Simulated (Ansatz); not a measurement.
Basis-set extrapolation for `CC(C)CCC(C)(C)C` (PBE0-D4/def2-TZVP geometry, frozen core, Ansatz 0.2.0). Multiplicity 1, RHF reference.

|  | def2-TZVPP | def2-QZVPP |
| --- | --- | --- |
| HF | -352.596343 | -352.612946 |
| MP2 correlation | -1.601588 | -1.699251 |
| CCSD(T) correlation | -1.767698 | not run |

Energies in hartree. Use E(X) = E(∞) + A·exp(−7.88·√X) for Hartree–Fock and E(X) = E(∞) + B·X^(−2.97) for correlation, with X = 3 and 4, and add CCSD(T) minus MP2 of the smaller set to the MP2 limit.

**Question.** What is the CCSD(T) energy at the basis-set limit?

**Answer.** HF limit: -352.612946 + (-0.016603) × 0.13774 = -352.61523. MP2 limit: -1.699251 + (-0.097663) × 0.74074 = -1.77159. Higher-order term: -1.767698 − (-1.601588) = -0.16611. Total: -354.55293 hartree, 5.14 eV below CCSD(T)/def2-TZVPP.
